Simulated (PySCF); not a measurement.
## Radial density of B²⁺ (boron, charge +2)

PBE, [He] 2s1, 2S determinant. Computed with PySCF 2.14 in cc-pVDZ-DK, with scalar relativity by spin-free X2C-1e.

```
r (bohr)  4πr²ρ (e/bohr)  4πr²(ρα − ρβ)
 0.00670         0.03795         0.0009
  0.0113          0.1027         0.0025
  0.0190          0.2665         0.0066
  0.0319          0.6615         0.0166
  0.0536           1.505         0.0379
  0.0902           2.972         0.0748
   0.152           4.618         0.1110
   0.255           4.856         0.0893
   0.429           2.695         0.0037
   0.722          0.7139         0.1664
    1.21          0.6649         0.6428
    2.04          0.4245         0.4243
    3.44         0.03026         0.0303
    5.78       0.0003559         0.0004
```

Densities and radii are taken from the X2C orbitals without a picture-change correction, which distorts them close to the nucleus.
